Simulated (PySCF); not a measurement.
C₂H₆ClFSi₂, SMILES Cl[Si@@H]([SiH3])C(=C)F.

Geometry optimised at PBE0-D3(BJ)/def2-SVP. The structure was generated by enumeration; whether it is a known compound was not checked. One conformer was computed; it need not be the lowest.

Computed with r2SCAN/def2-TZVP in PySCF.

**Question.** Estimate the frontier levels, gap, dipole moment and polarisability. (The exact figures need the calculation; the answer reports its results.)

**Answer.** 
| Property | Value |
|---|---|
| highest occupied level | -6.83 eV |
| lowest empty level | -1.48 eV |
| orbital gap | 5.36 eV |
| dipole moment | 0.24 D |
| quadrupole, principal values (traceless, Buckingham form, about the centre of nuclear charge) | -5.93, -0.84, 6.77 D·Å |
| mean static polarisability | 92.7 bohr³ (13.74 Å³) |
| polarisability, principal values | 75.7, 90.1, 112.4 bohr³ |
